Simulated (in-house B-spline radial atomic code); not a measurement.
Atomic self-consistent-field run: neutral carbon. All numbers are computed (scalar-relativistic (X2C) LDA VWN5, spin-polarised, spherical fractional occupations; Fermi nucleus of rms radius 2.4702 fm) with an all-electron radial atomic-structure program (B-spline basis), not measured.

Command:
```bash
python run_scf.py task.json out
```
Settings (nuclear radius in fm, mass in u):
```
Z                6
configuration    [He] 2s2 2p2
hamiltonian      x2c
method           lda,vwn
spin_polarised   True
nucleus          fermi
rms_radius       2.4702
atomic_mass      12.0
speed_of_light   137.035999084
```

Output (hartree, bohr):
```
 radial grid: 80 intervals, B-splines of order 8, outer radius 50 bohr

 iter        energy (Eh)    residual
    1         -36.279202    1.17e-01
    2         -37.088464    1.06e-01
    3         -37.446636    2.85e-02
    4         -37.483053    6.12e-03
    5         -37.483917    4.58e-03
    6         -37.484844    2.05e-04
    7         -37.484845    1.05e-05
    8         -37.484845    9.22e-07
    9         -37.484845    5.72e-08

 total energy                       -37.48485
 kinetic                              37.2872
 electron-nucleus                    -87.7121
 Hartree                              17.7326
 exchange-correlation                 -4.7926

 orbital      occ     eigenvalue          <r>       <r^2>       <1/r>       r_max
 1s up      1.000        -9.9434     0.273077    0.101138     5.60558      0.1752
 1s down    1.000        -9.9087     0.272098    0.100323     5.61978       0.175
 2s up      1.000        -0.5317      1.56443     2.96098     0.92964       1.209
 2s down    1.000        -0.4354      1.62897      3.2383    0.893431       1.233
 2p up      2.000        -0.2274       1.7353      3.9186    0.790008       1.174
```

Cost of the run: 0.27 s on 1 thread of Arm Neoverse V1 (shared host).
